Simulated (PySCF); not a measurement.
Structure problem from calculated spectra and properties.

Formula: C8H9F.

- Valence photoelectron: vertical ionisation energy: 8.84 eV [ΔSCF CAM-B3LYP/def2-SVPD]
- Triplet: lowest triplet excitation (Tamm–Dancoff): 4.04 eV [TDA CAM-B3LYP/def2-SVPD]
- Polarisability: 92.8 au [CAM-B3LYP/def2-SVPD]
- NMR, other nuclei: isotropic shieldings of nuclei other than C and H, by class: 277 (1 F) ppm [GIAO KT3/pcSseg-1]
- UV, first state: lowest singlet excitation: 5.29 eV (234 nm, f = 0.018) [TDDFT CAM-B3LYP/def2-SVPD]
- Rotational structure: rotational constants A, B, C: 4.436, 0.930, 0.825 GHz [PBE0-D3(BJ)/def2-SVP]
- UV, strongest line: among the 10 lowest singlet transitions: S4 at 7.03 eV (176 nm, f = 0.492) [TDDFT CAM-B3LYP/def2-SVPD]
- 1H NMR: chemical shifts (computed TMS as zero) by class: 6.96 (2 H), 6.76 (2 H), 2.46 (2 H), 1.12 (3 H) ppm [GIAO KT3/pcSseg-1]
- 13C NMR: chemical shifts (computed TMS as zero) by class: 157.7 (1 C), 132.7 (1 C), 123.2 (2 C), 109.4 (2 C), 34.0 (1 C), 21.9 (1 C) ppm [GIAO KT3/pcSseg-1]
- Dipole: 1.98 D [CAM-B3LYP/def2-SVPD]

Electronic properties: PySCF, gas phase, density fitting. Levels stand in brackets. One conformer (not necessarily the lowest) at the PBE0-D3(BJ)/def2-SVP geometry, without solvent, vibrations or thermal averaging. NMR classes are plain means over equivalent atoms (diastereotopic ones count apart unless rotation or inversion swaps them), as if these changed places fast.

Question: What is the compound? Reason from the data.

Answer: Numbering: `[CH3:1][CH2:2][c:3]1[cH:4][cH:5][c:6]([F:7])[cH:8][cH:9]1`. Its formula, C8H9F, gives 4 degrees of unsaturation: 1 ring and 3 π bonds in the structure found (Kekulé form). 8 carbons fall into 6 classes; from least to most shielded: aromatic C–F carbon [C6] (157.7 ppm), substituted aromatic carbon [C3] (132.7 ppm), aromatic CH carbon [C4/C9] (123.2 ppm, 2 C), aromatic CH carbon [C5/C8] (109.4 ppm, 2 C), benzylic-type carbon [C2] (34.0 ppm), methyl carbon [C1] (21.9 ppm). Hydrogen classes from least to most shielded: 2 H on 2 aromatic CH carbons, C4/C9 (6.96 ppm), 2 H on 2 aromatic CH carbons, C5/C8 (6.76 ppm), 2 H on a benzylic-type carbon, C2 (2.46 ppm), 3 H on a methyl carbon, C1 (1.12 ppm). The other shieldings belong to: 277 ppm, aryl fluorine [F7]. The first electron is taken from the HOMO, whose largest Löwdin shares are 0.22 on the substituted aromatic carbon, 0.19 on the aromatic C–F carbon and 0.10 on the aryl fluorine. The optimised geometry has point group Cs and is an asymmetric top. Structure: 1-ethyl-4-fluorobenzene (`CCc1ccc(F)cc1`). Computed isomers that give other values at the same levels: `CC1=C[C@@]2(C=C1)C[C@H]2F` (lowest singlet excitation: 4.82 eV (257 nm, f = 0.055)); `Cc1ccccc1CF` (rotational constant A: 2.423 GHz; this holds for the one conformer computed); `C=C[C@@H]1C=C[C@@H]2C[C@]12F` (rotational constant A: 2.530 GHz; this holds for the one conformer computed). The assignments are read from this structure; whether some other isomer fits the data as well wasn't checked.

The values belong to the conformer `[CH3:1][CH2:2][c:3]1[cH:4][cH:5][c:6]([F:7])[cH:8][cH:9]1`: C1–C2–C3–C4 89°.
